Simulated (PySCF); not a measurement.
**Orbital picture of SnGe**

M06-L at R = 2.581 Å; basis Sn def2-SVP with ECP28, Ge def2-SVP; scalar-relativistic core potentials; PySCF 2.14. State: ³Σ⁻ (triplet), unpaired electrons π ↑↑. Only the outer orbitals are listed, counted within each symmetry, core potentials removing the inner ones.

```
spin  orbital  occ.  ε (eV)  on Sn (%)   main shells (%)
   α      10σ     1  -12.95         40  56 Ge s, 36 Sn s
   α      11σ     1   -9.65         59  56 Sn s, 38 Ge s
   α       6π     1   -5.01         48  51 Ge p, 47 Sn p
   α       6π     1   -5.01         48  51 Ge p, 47 Sn p
   α      12σ     1   -4.81         48  47 Ge p, 43 Sn p
   α       7π     0   -2.62         53  52 Sn p, 47 Ge p
   α       7π     0   -2.62         53  52 Sn p, 47 Ge p
   α      13σ     0    0.45         66  64 Sn p, 41 Ge p
   β      10σ     1  -12.08         42  54 Ge s, 38 Sn s
   β      11σ     1   -9.06         58  54 Sn s, 38 Ge s
   β      12σ     1   -4.42         49  46 Ge p, 45 Sn p
   β       6π     0   -4.21         53  52 Sn p, 47 Ge p
   β       6π     0   -4.21         53  52 Sn p, 47 Ge p
   β       7π     0   -2.04         48  52 Ge p, 47 Sn p
```

Q: Which are the highest filled and the lowest empty level, where do they sit, and how wide is the gap?

A: Highest filled β 12σ at -4.42 eV (in %: 46 Ge p, 45 Sn p); lowest empty β 6π at -4.21 eV (in %: 52 Sn p, 47 Ge p); the gap at M06-L is 0.21 eV.

The bond order (Mayer) is 1.94. The ⟨S²⟩ is 2.002, the charge on Sn (Mulliken, basis-dependent) is 0.09 and the charge on Sn (Löwdin, basis-dependent) is 0.07. The dipole moment (positive dipole means Sn(−)Ge(+)) is -0.69 D.

Spin–orbit coupling is left out. The state is the lowest determinant that a PBE0 search found; another state may lie lower at other levels.
